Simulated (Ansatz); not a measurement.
`B[SiH2][InH2]` + H–F → `B[SiH2]F` + `[InH3]` at 700 K and 1 bar (cleavage of the Si–In bond).

Gas-phase electronic energies from Ansatz, PBE0-D4/def2-TZVP geometries. CCSD(T)/CBS is the MP2 limit (def2-TZVPP, def2-QZVPP) plus CCSD(T) − MP2 in def2-TZVPP, frozen cores. This one scheme is used for every species. Elements past krypton have def2 core potentials. For In outer-core shells are correlated without core-valence functions, which leaves a few kJ/mol of doubt a bond.

```json
{"species": "`B[SiH2][InH2]`", "CCSD(T)/CBS energy (Eh)": "-507.23462", "H − E (kJ/mol)": "203.0", "S (J/(mol·K))": "456.4"}
{"species": "H–F", "CCSD(T)/CBS energy (Eh)": "-100.39570", "H − E (kJ/mol)": "45.2", "S (J/(mol·K))": "198.5"}
{"species": "`B[SiH2]F`", "CCSD(T)/CBS energy (Eh)": "-416.08532", "H − E (kJ/mol)": "158.0", "S (J/(mol·K))": "371.0"}
{"species": "`[InH3]`", "CCSD(T)/CBS energy (Eh)": "-191.56739", "H − E (kJ/mol)": "77.3", "S (J/(mol·K))": "275.7"}
```

H − E and S are ideal-gas, rigid-rotor, harmonic terms from PBE0-D4/def2-TZVP. 1 Eh = 2625.50 kJ/mol, R = 8.31446 J/(mol·K).

Task: By hand: ΔE, ΔH, ΔS and ΔG.

Result: ΔE = (-416.08532) + (-191.56739) − (-507.23462) − (-100.39570) = -0.02239 Eh = -58.8 kJ/mol. Δ(H − E) = 158.0 + 77.3 − 203.0 − 45.2 = -12.9, so ΔH = -71.7 kJ/mol. ΔS = 371.0 + 275.7 − 456.4 − 198.5 = -8.2 J/(mol·K). ΔG = -71.7 − 700 × (-8.2)/1000 = -66.0 kJ/mol.

Task: By hand: the equilibrium constant, and the temperature at which ΔG would vanish if ΔH and ΔS stayed fixed.

Result: log₁₀ K = −ΔG/(RT ln 10) = 4.9. ΔG = 0 at ΔH/ΔS = 8744 K, far beyond where these terms or the molecules hold.

The number of gas molecules stays the same, so ΔS is small and ΔH decides. A doubt of 5 kJ/mol in ΔE shifts log₁₀ K by 0.4 here. These are equilibria of isolated gas molecules and say nothing of rates. Largest T1 diagnostic: 0.015 (customary marks: 0.02 for closed shells, 0.045 for open ones).
